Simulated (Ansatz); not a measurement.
Molecule: sum formula SiN2H4Br2, charge 0, multiplicity 1. SMILES: N[Si](N)(Br)Br
Structure (B3LYP-D3(BJ)/def2-TZVP (Ansatz, an electronic-structure program) minimum search):
```
Si
N 1 1.6936
H 2 1.0072 1 120.60
H 2 1.0087 3 112.55 1 150.58
N 1 1.6936 2 108.92 3 -157.35
H 5 1.0072 1 120.60 2 -157.35
H 5 1.0087 6 112.55 1 150.58
Br 1 2.2424 2 116.51 3 84.77
Br 1 2.2424 2 104.54 3 -32.16
```
Charge 0, spin multiplicity 1.

Quantity: atomisation energy (electronic, to ground-state atoms), in kcal/mol. Valence correlation only, unless marked. UHF or UKS for open shells. Spin-orbit coupling is left out. The frozen core is the preceding noble-gas configuration, with the filled d and f shells of earlier blocks. Non-relativistic. The coupled-cluster limit lacks core correlation, which all-electron functionals hold. CBS marks a two-point X^-3 extrapolation of the correlation energy; Hartree-Fock from the larger set. [CCSD(T)-MP2]/basis is that difference in the basis named.

```json
[
 {"level": "HF/def2-SVPD", "program": "Ansatz", "atomisation energy (kcal/mol)": "493.1"},
 {"level": "PBE0/def2-TZVP", "program": "Ansatz", "atomisation energy (kcal/mol)": "719.1"}
]
```

Problem. What does RI-MP2/CBS(def2-TZVPPD,def2-QZVPPD)+[CCSD(T)-MP2]/def2-TZVPPD (Ansatz) give?

Solution. 727.1 kcal/mol, so PBE0/def2-TZVP differs from it by -8.0 kcal/mol.
